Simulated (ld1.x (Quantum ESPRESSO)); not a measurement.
bromine: excitation energies, all-electron against TM semilocal

| Property | Result |
| --- | --- |
| Element | Br (Z = 35) |
| Generator | ld1.x (Quantum ESPRESSO) 7.5 |
| Type | norm-conserving Troullier–Martins (semilocal form) |
| Functional | LDA (PZ) |
| Relativity | scalar-relativistic |
| Frozen core | [Ar] |
| Valence charge | 17 |
| Reference configuration | 3d10 4s2 4p5 |
| Partial waves | 4s (bound): rc 1.30 bohr; 3d (bound): rc 0.80 bohr; 4p (bound): rc 1.20 bohr |
| Local potential | the p channel |
| Core correction | Bessel-smoothed model core, default radius (core density twice the valence density) |

Energies are relative to the spin-unpolarised reference configuration 3d10 4s2 4p5; without spin polarisation the order of configurations can differ from experiment. Spin-polarised rows fill each open shell by Hund’s rule, majority spin first.

```
        valence configuration  charge  ΔE all-electron (eV)  error AE − PS (meV)
                 3d10 4s2 4p4      +1                12.708                 +2.1
                 3d10 4s2 4p3      +2                35.652                  +15
                 3d10 4s2 4p2      +3                69.873                  +39
                 3d10 4s1 4p5      +1                25.751                 +8.4
                  3d9 4s2 4p5      +1                78.739                 -367
                 3d10 4s2 4p1      +4               116.223                  +63
                  3d9 4s2 4p6       0                64.468                 -477
3d10 4s2 4p5 (spin-polarised)       0                -0.151                 +0.4
3d10 4s2 4p4 (spin-polarised)      +1                11.998                 +2.8
```

A Bessel basis up to 400 Ry misses an occupied level by 0.02 Ry, so cutoffs and ghosts were not judged.
